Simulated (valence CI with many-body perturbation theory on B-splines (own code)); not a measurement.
The numbers below are computed, except where a source is named.
# Basis-set convergence for P10+

Level of theory: configuration interaction combined with many-body perturbation theory (CI+MBPT): three valence electrons over a frozen Dirac-Fock core [He], a basis of 9 s, 9 p, 8 d, 6 f, 3 g, 1 h functions for each j, with the one-electron correlation potential Σ1, the two-electron term Σ2, the three-electron term Σ3, Breit, model QED; selected CI, second order for the rest, scaled by the run's own slope (own B-spline code, finite nucleus).

No measured levels were compared; by estimate levels of excited configurations hold to 0.05 to 0.15 % of their energy, terms of the ground configuration to about 0.5 %.

The reference run has the lowest level 2s²2p ²P°_1/2 and an ionisation energy of 479.396 eV. Its largest variational space holds 10252 state functions.

Changed runs:
A. basis 6 s, 6 p, 5 d, 3 f, 1 g
B. basis 5 s, 5 p, 4 d, 2 f

Excitation energies of the reference run in cm⁻¹, and shifts in cm⁻¹:

```
                 Level  Reference       A       B
         2s²2p ²P°_3/2       9700    -0.8    -1.6
          2s2p² ⁴P_1/2     177022    -132    -381
          2s2p² ⁴P_3/2     180507    -133    -383
          2s2p² ⁴P_5/2     185461    -131    -381
          2s2p² ²D_3/2     316917    +122    +365
          2s2p² ²D_5/2     317026    +122    +365
          2s2p² ²S_1/2     403586    +235    +672
          2s2p² ²P_1/2     427137    +154    +498
          2s2p² ²P_3/2     432383    +150    +487
           2p³ ⁴S°_3/2     558881    -114    -337
           2p³ ²D°_3/2     632087    +112    +320
           2p³ ²D°_5/2     632286    +113    +321
Ionisation energy (eV)    479.396  -0.016  -0.052
```
